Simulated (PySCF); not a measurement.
# A small calculation by hand: oscillator strength and radiative lifetime

B(F)(Me)(OMe) (C2H6BFO), SMILES CB(OC)F.

The structure is a stationary point at r2SCAN-D4/def2-SVP. One conformer was computed; it need not be the lowest.

PySCF with TDDFT-PBE0/def2-SVPD puts the first singlet state with f over 0.02 at 8.73 eV (vertical), with the transition dipole (0.061, 0.159, 0.722) in atomic units.

Problem. Find the oscillator strength, the wavelength and the radiative lifetime that this transition would have in vacuum if emission retraced absorption.

Solution. 
|μ|² = 0.5503 au, so |μ| = 1.89 D. ΔE = 8.73/27.211 = 0.3208 hartree. f = (2/3) ΔE |μ|² = 0.118 (the program prints 0.118).
λ = 1239.84/8.73 = 142 nm; ν = 70412 cm⁻¹.
Einstein's coefficient A = 0.6670 ν² f s⁻¹ (ν in cm⁻¹) = 3.9e8 s⁻¹, so τ = 1/A = 2.6 ns. This state is S4; the lower singlets have f = 0.011, 0.007, 0.011. The figure is the radiative limit of this one transition; relaxation, internal conversion, crossing to triplets and a medium change what is measured.
